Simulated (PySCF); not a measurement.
A structure optimised at ωB97X-D3(BJ)/def2-SVP, used in a PySCF frequency run:

```
C
C 1 1.3368
O 1 1.3595 2 125.56
H 2 1.0911 1 119.44 3 -180.00
H 2 1.0916 4 119.33 1 -180.00
C 3 1.4292 1 107.63 2 180.00
H 6 1.1038 3 109.57 1 120.29
H 6 1.1038 7 108.89 3 -119.83
N 6 1.4443 7 110.34 8 -121.23
C 9 1.2729 6 106.64 7 -119.82
H 10 1.0954 9 123.18 6 180.00
```

**Question.** Write its SMILES, formula and point group.

**Answer.** C=C1C=NCO1, C4H5NO, Cs

**Question.** What are its rotational constants (standard atomic weights)?

**Answer.** 8.4733, 3.7817, 2.6595 GHz
